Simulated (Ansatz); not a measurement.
Wavefunction ladder for `CB(C)N`

Cartesian coordinates in Å:
```
C -1.2755 -0.0960 -0.7703
B 0.1329 0.1039 -0.0876
C 0.4522 -0.5490 1.3128
N 1.1101 0.8689 -0.7317
H -1.3795 0.4025 -1.7380
H -1.4835 -1.1609 -0.9203
H -2.0753 0.2721 -0.1186
H 0.3271 -1.6363 1.2694
H 1.4605 -0.3448 1.6833
H -0.2577 -0.2002 2.0708
H 0.9639 1.3092 -1.6240
H 2.0246 1.0304 -0.3458
```

Charge 0, multiplicity 1. All single points use the PBE0-D4/def2-TZVP geometry. It is one conformer, not always the lowest. Frozen core, restricted reference, Ansatz 0.2.0. CBS rows extrapolate triple and quadruple zeta; past MP2 they add the triple-zeta difference.

```tsv
basis	HF (Eh)	MP2 corr.	CCSD corr.	(T)	CCSD(T) total
def2-SVP	?	-0.54967	-0.60150	-0.01661	?
def2-TZVPP	-159.65821	-0.67607	-0.71911	?	?
def2-QZVPP	?	?	–	–	–
CBS(def2)	-159.66715	-0.75269	-0.79574	as TZ	-160.48988
```

Problem. Fill in the withheld values. (Estimate.)

Solution. Ansatz gave: def2-SVP HF (Eh): -159.48001; def2-SVP CCSD(T) total: -160.09812; def2-TZVPP (T): -0.02699; def2-TZVPP CCSD(T) total: -160.40431; def2-QZVPP HF (Eh): -159.66607; def2-QZVPP MP2 corr.: -0.72009.
